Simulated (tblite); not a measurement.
Compound: C3H4O2SSi.
Atom-mapped SMILES: `[O:1]=[C:2]=[C:3]([CH:4]=[O:5])[S:6][SiH3:7]` (hydrogens: H8 on C4; H9, H10, H11 on Si7)

Structure used (GFN2-xTB), in Å, numbered top down from 1:
```
atom  x, y, z in Å
O1    -2.1353   -2.8693   -0.6981
C2    -1.5334   -1.9321   -0.4014
C3    -0.7971   -0.8829   -0.1135
C4    -1.0576    0.0949    0.8906
O5    -0.3296    1.0451    1.1088
S6     0.6797   -0.7193   -1.1198
Si7    1.5632    1.1180   -0.2933
H8    -1.9749   -0.0560    1.4758
H9     0.7798    2.2758   -0.6849
H10    2.7069    1.0670   -1.2201
H11    2.1038    0.8615    1.0299
```

Computed with GFN2-xTB (tblite): harmonic, unscaled wavenumbers at the GFN2-xTB geometry, gas phase. This tight-binding method is rough: wavenumbers can miss measured ones by several per cent, in bad cases by 10 to 20. Modes of hydrogen on silicon can be 10 to 20 % off. One conformer, not necessarily the lowest.

Harmonic wavenumbers (cm⁻¹): 38.9, 108.8, 161.5, 164.6, 229.0, 316.8, 404.7, 425.4, 448.8, 522.0, 556.4, 569.2, 576.4, 639.7, 720.8, 865.2, 871.0, 924.4, 1081.2, 1303.5, 1403.1, 1651.9, 2184.9, 2246.0, 2330.9, 2363.4, 2854.2.

A = 3656, B = 1232, C = 933.1 MHz; mass 131.970 u (most abundant isotopes); point group Cs, symmetry number 1.

What is the zero-point energy?

Half the sum of the wavenumbers: 12981 cm⁻¹ = 155.29 kJ/mol.

What is S at 350 K and 1 bar for an ideal gas of classical rigid rotors and harmonic oscillators?

Translation 173.08, rotation 122.19, vibration 112.45: S = 407.7 J/(mol K).

And Cp and H(350 K) − H(0)?

Cp = 144.85 J/(mol K), of which vibrations give 111.60 (their classical limit is 27 R = 224.5); H(350 K) − H(0) = 32.35 kJ/mol without the zero-point energy, 20.70 from vibrations.

How do the functions run with temperature in this model?

| T (K) | S (J/(mol K)) | Cp (J/(mol K)) | H − H(0) (kJ/mol) | G − H(0) (kJ/mol) | ln q(vib) |
| --- | --- | --- | --- | --- | --- |
| 150 | 311.2 | 85.8 | 8.72 | -37.96 | 2.31 |
| 250 | 363.2 | 119.6 | 19.05 | -71.76 | 4.35 |
| 298.15 | 385.5 | 132.8 | 25.14 | -89.79 | 5.35 |
| 400 | 427.7 | 154.8 | 39.84 | -131.25 | 7.42 |
| 600 | 496.5 | 184.1 | 73.96 | -223.94 | 11.22 |
| 900 | 576.7 | 210.9 | 133.59 | -385.47 | 16.22 |

q(vib) and H(0) count from the zero-point level.

What must be added to the electronic energy to get the Gibbs energy at 350 K and 1 bar?

ZPE + [H(350 K) − H(0)] − T·S = 155.29 + 32.35 − 142.70 = 44.94 kJ/mol.

Hindered rotation and anharmonicity are outside this model. Other conformers, if any are populated, would add a mixing term that is left out.

The run took 0.34 s wall on Arm Neoverse V1, one thread, no GPU, shared host. This covers the Hessian and the dipole derivatives.
